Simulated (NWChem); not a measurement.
Species: BaF₂; SMILES [F][Ba][F]

Program: NWChem. Geometry: optimised at PBE-D3(BJ)/def2-SVP. def2 effective core potentials on Ba; no spin-orbit coupling. Vertical excitations in the gas phase; the lowest state need not have the same character in each row.

```json
[
 {"level": "PBE/def2-SVP, full TDDFT", "lowest excitation, singlet (eV)": "3.99", "oscillator strength of that lowest state": "0.001", "lowest triplet (eV)": "3.97", "orbital gap (eV)": "3.99"},
 {"level": "B3LYP/def2-SVP, full TDDFT", "lowest excitation, singlet (eV)": "4.84", "oscillator strength of that lowest state": "0.001", "lowest triplet (eV)": "4.83", "orbital gap (eV)": "5.70"},
 {"level": "Hartree-Fock/def2-SVP, TDHF", "lowest excitation, singlet (eV)": "8.24", "oscillator strength of that lowest state": "0.002", "lowest triplet (eV)": "8.17", "orbital gap (eV)": "12.30"},
 {"level": "PBE0/def2-SVP, full TDDFT", "lowest excitation, singlet (eV)": "5.21", "oscillator strength of that lowest state": "0.001", "lowest triplet (eV)": "5.18", "orbital gap (eV)": "6.25"}
]
```
